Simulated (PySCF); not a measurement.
# Fine-structure interval along the 19-electron series

Calculated with PySCF 2.14 and a two-component X2C-1e Hamiltonian (Gaussian nucleus, no Breit or QED terms), each ion in its own even-tempered basis scaled to its charge; GMP2 freezes [Ne] and drops the highest virtual spinors. Values in cm⁻¹.

```csv
ion,configuration,GHF (screened spin-orbit),GMP2 (screened spin-orbit),GHF (bare spin-orbit)
Te³³⁺,[Ar] 3d1,113370,113340,140460
I³⁴⁺,[Ar] 3d1,124750,124740,153880
Xe³⁵⁺,[Ar] 3d1,136960,136980,168230
```

Between Z = 52 and Z = 54 the GHF (bare spin-orbit) value grows as Z to the power 4.78.
